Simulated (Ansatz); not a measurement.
Isolated molecules relaxed with PBE0-D4/def2-TZVP in Ansatz; ΔE leaves out vibrations. CCSD(T)/CBS adds triple-zeta CCSD(T) − MP2 to the extrapolated MP2 energy (def2 sets, frozen cores). Functionals use def2-TZVPP. B3LYP here is the variant with VWN-RPA as its local correlation; programs differ in this. One conformer a species, not always the lowest.

Consider the formal exchange of groups at a C–B bond: `CB(S)CCl` + `C1=CN1` → `ClCC1=CN1` + `CBS`.

`CB(S)CCl`:

Z-matrix (Å, degrees):
```
C
B 1 1.568
H 1 1.097 2 108.6
H 1 1.091 2 114.0 3 -119.5
H 1 1.094 2 112.0 3 116.8
S 2 1.777 1 119.0 3 103.5
C 2 1.577 1 117.4 3 -76.0
H 6 1.348 2 97.1 1 -177.7
Cl 7 1.783 2 117.9 1 175.2
H 7 1.093 2 109.8 1 52.8
H 7 1.094 2 108.8 1 -63.3
```

`C1=CN1`:

```xyz
6

C     0.422    0.595    0.160
C    -0.162   -0.455    0.569
N    -0.669    0.084   -0.739
H     1.062    1.454    0.227
H    -0.427   -1.223    1.271
H    -0.226   -0.455   -1.489
```

`ClCC1=CN1`:

Cartesian coordinates in Å:
```
Cl -1.474 -1.806 -0.676
C -0.704 -0.843 0.630
C 0.108 0.220 0.071
C 0.509 1.409 -0.138
N 1.407 0.325 -0.662
H -0.085 -1.539 1.198
H -1.501 -0.449 1.258
H 0.532 2.476 -0.020
H 1.208 0.209 -1.660
```

`CBS`:

Z-matrix (Å, degrees):
```
C
B 1 1.558
H 1 1.096 2 109.5
H 1 1.096 2 109.6 3 115.0
H 1 1.092 2 115.2 3 -122.5
S 2 1.782 1 119.7 3 122.5
H 2 1.195 1 121.8 3 -57.5
H 6 1.343 2 98.9 1 -180.0
```

| level | ΔE (kJ/mol) |
| --- | --- |
| B3LYP-D4 | 19.6 |
| r2SCAN | 21.0 |

**Question.** What does CCSD(T)/CBS give? (An estimate is asked.)

**Answer.** Ansatz gave: +26.0 kJ/mol. The listed levels differ from it by -6.4, -5.0 kJ/mol.

Largest T1 diagnostic among the species: 0.013.

The D4 term adds +4.9 kJ/mol with B3LYP and +2.6 kJ/mol with PBE0; it sums over pairs of atoms, weighted by their polarisabilities, and B3LYP, whose exchange is more repulsive, gets the larger term. In def2-TZVPP, CCSD(T) changes the Hartree–Fock value by +12.6 kJ/mol (the triples alone add +1.1 kJ/mol) and MP2 by +11.7 kJ/mol.
